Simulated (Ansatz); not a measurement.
Start from `C[CH2][Zn][SH]` and change one atom or group to get `O[CH2][Zn][SH]`.

Ansatz, PBE0-D4/def2-TZVP geometries, multiplicity 1. Each molecule was computed in one conformer, which needn't be the lowest.

Scalar relativity is left out up to krypton.

```
                                        property  `C[CH2][Zn][SH]`
             LUMO energy (B3LYP/def2-TZVPP) / eV             -0.70
             HOMO energy (B3LYP/def2-TZVPP) / eV             -6.82
             HOMO–LUMO gap (PBE/def2-TZVPP) / eV              4.70
               HOMO energy (PBE/def2-TZVPP) / eV             -5.89
              LUMO energy (PBE0/def2-TZVPP) / eV             -0.44
size of the dipole moment (B3LYP/def2-TZVPP) / D              1.90
```

(1) Give the same properties after the change, and the shifts. (An estimate is asked.)

Results:

(1) The calculation gave: 
```tsv
property	`O[CH2][Zn][SH]`	shift
LUMO energy (B3LYP/def2-TZVPP) / eV	-0.82	-0.12
HOMO energy (B3LYP/def2-TZVPP) / eV	-6.62	0.20
HOMO–LUMO gap (PBE/def2-TZVPP) / eV	4.27	-0.43
HOMO energy (PBE/def2-TZVPP) / eV	-5.56	0.33
LUMO energy (PBE0/def2-TZVPP) / eV	-0.55	-0.11
size of the dipole moment (B3LYP/def2-TZVPP) / D	2.16	0.26
```

With PBE0 the HOMO rises by 0.26 eV and the LUMO falls by 0.11 eV, so the gap narrows by about 0.37 eV. PBE moves the HOMO by 0.33 eV and ωB97M-V by 0.27 eV. Dipoles are sizes alone; their direction can turn.

B3LYP here is the variant with VWN-RPA as its local correlation; programs differ in this.
